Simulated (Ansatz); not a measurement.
Consider the ligand exchange at a Ge–N bond: `[NH2][GeH2][NH][GeH2][NH2]` + NH₃ → `[NH2][GeH2][NH2]` + `[NH2][GeH2][NH2]`.

Isolated molecules relaxed with PBE0-D4/def2-TZVP in Ansatz; ΔE leaves out vibrations. CCSD(T)/CBS is the MP2 limit (def2-TZVPP, def2-QZVPP) plus CCSD(T) − MP2 in def2-TZVPP, frozen cores. This one scheme is used for every species. DFT in def2-TZVPP. B3LYP here is the variant with VWN-RPA as its local correlation; programs differ in this. For Ge outer-core shells are correlated without core-valence functions, which leaves a few kJ/mol of doubt a bond. Scalar relativity is left out up to krypton. Each species was taken in one conformer, which may not be the lowest.

`[NH2][GeH2][NH][GeH2][NH2]`:

Cartesian coordinates in Å:
```
N -0.206 -0.180 -1.874
Ge 1.415 0.111 -1.047
N 1.039 -0.119 0.719
Ge -0.472 0.547 1.536
N -2.008 -0.396 1.183
H -0.297 0.255 -2.782
H -0.465 -1.154 -1.953
H 2.550 -0.870 -1.419
H 1.799 1.553 -1.441
H 1.778 -0.456 1.316
H -0.729 1.975 1.028
H -0.211 0.478 3.050
H -2.219 -0.387 0.193
H -1.974 -1.358 1.492
```

NH₃:

Z-matrix (Å, degrees):
```
N
H 1 1.013
H 1 1.013 2 107.1
H 1 1.013 2 107.1 3 -114.5
```

`[NH2][GeH2][NH2]`:

Z-matrix (Å, degrees):
```
Ge
N 1 1.832
N 1 1.832 2 103.7
H 1 1.547 2 105.1 3 -123.1
H 1 1.547 2 116.8 3 115.1
H 2 1.010 1 115.2 3 168.1
H 2 1.010 1 114.4 3 -63.9
H 3 1.010 1 115.2 2 168.1
H 3 1.010 1 114.5 2 -63.9
```

`[NH2][GeH2][NH2]`:

```xyz
9

N    -0.240   -1.449    0.464
Ge   -0.456    0.342    0.142
N     1.085    0.816   -0.728
H    -0.184   -2.020   -0.368
H    -0.907   -1.856    1.104
H    -0.695    0.975    1.533
H    -1.601    0.744   -0.816
H     1.073    1.731   -1.156
H     1.925    0.717   -0.175
```

Is it downhill or uphill in electronic energy at CCSD(T)/CBS, and by how much? (Best estimate.)

The calculation gave: Uphill: ΔE = +4.5 kcal/mol.

What do these levels give: B3LYP-D4, B2PLYP, PBE, CCSD/def2-TZVPP, MP2/def2-QZVPP, SCS-MP2/def2-QZVPP? (An estimate is asked.)

The calculation gave: B3LYP-D4 4.3, B2PLYP 3.2, PBE 2.3, CCSD/def2-TZVPP 4.3, MP2/def2-QZVPP 4.9, SCS-MP2/def2-QZVPP 4.2 kcal/mol.

Largest T1 diagnostic among the species: 0.011.

The D4 term adds +2.5 kcal/mol with B3LYP and +1.5 kcal/mol with PBE0; it sums over pairs of atoms, weighted by their polarisabilities, and B3LYP, whose exchange is more repulsive, gets the larger term. In def2-TZVPP, CCSD(T) changes the Hartree–Fock value by +3.0 kcal/mol (the triples alone add +0.6 kcal/mol) and MP2 by +3.2 kcal/mol.
